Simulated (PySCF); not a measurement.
Zn(SeH)(SiH3) (H4SeSiZn), SMILES [SiH3][Zn][SeH]. Atoms are numbered in the order given.

```xyz
7

Zn    -0.1697    -0.2968     0.3374
Se     0.5824     1.1504    -1.3210
H      1.9562     1.0550    -0.7826
Si    -0.9494    -1.7790     2.0245
H     -1.8598    -2.8207     1.4563
H     -1.7051    -1.0511     3.0901
H      0.1898    -2.4885     2.6849
```

The structure is a stationary point at B3LYP-D3(BJ)/def2-SVP. The structure was generated by enumeration; whether it is a known compound was not checked. Other conformers were not sampled.

Two levels are set side by side: PBE/pcSseg-1 (PySCF) and PBE0/pcSseg-1 (PySCF). GIAO shifts against Me2Se (⁷⁷Se), TMS (²⁹Si), TMS (¹H) at the same level; non-relativistic, no solvent, atoms listed together averaged. Differences are taken from unrounded values.

```csv
quantity,PBE0
δ(⁷⁷Se) of Se2 (ppm),-453.3
δ(¹H) of H3 (ppm),0.17
δ(²⁹Si) of Si4 (ppm),-132.7
"δ(¹H) of H5, H6, H7 (ppm)",3.45
```

**Question.** What does PBE give, and how far is it from PBE0? (An estimate is asked for; the answer gives what the named calculation found.)

**Answer.** 
```
quantity                      PBE  PBE minus PBE0
-------------------------  ------  --------------
δ(⁷⁷Se) of Se2 (ppm)       -443.1            10.2
δ(¹H) of H3 (ppm)            0.21            0.04
δ(²⁹Si) of Si4 (ppm)       -135.6            -2.9
δ(¹H) of H5, H6, H7 (ppm)    3.54            0.08
```

Rough cost on one machine, each run with all the roots and properties that it gave: PBE0 against PBE within a factor of 2.
